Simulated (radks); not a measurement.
Task: Cr2+, configuration [Ne] 3s1.5 3p6 3d4 4p0.5 (fractional occupations, a model configuration). Calculated with a radial shooting solver on a logarithmic mesh with Libxc functionals: scalar-relativistic Kohn-Sham, PBEsol, spin-polarised, spherical densities, finite nucleus; open shells are filled with parallel spins first; Fermi nuclear charge, rms radius 3.6452 fm. Some entries of the table are withheld. Estimate them.

| orbital | occ. | eigenvalue (eV) | r(max) (bohr) |
|---|---|---|---|
| 1s up | 1 | -5901.543 | 0.04164 |
| 1s down | 1 | -5901.266 | 0.04164 |
| 2s up | 1 | -693.6534 | 0.2437 |
| 2s down | 1 | -691.6515 | 0.2436 |
| 2p up | 3 | -587.4679 | 0.1978 |
| 2p down | 3 | -585.8646 | 0.1976 |
| 3s up | 1 | -101.2752 | 0.7738 |
| 3s down | 0.5 | -96.0150 | 0.7753 |
| 3p up | 3 | (1) | 0.7923 |
| 3p down | 3 | (2) | 0.7947 |
| 3d up | 4 | -28.3461 | 0.7994 |
| 3d down | 0 | -23.5838 | 0.8115 |
| 4s up | 0 | -20.7887 | 2.270 |
| 4p up | 0.5 | (3) | 2.649 |
| 4d up | 0 | -8.1831 | 3.935 |

Result: 
(1) 3p up eigenvalue (eV): -72.5157
(2) 3p down eigenvalue (eV): -67.3789
(3) 4p up eigenvalue (eV): -15.1717
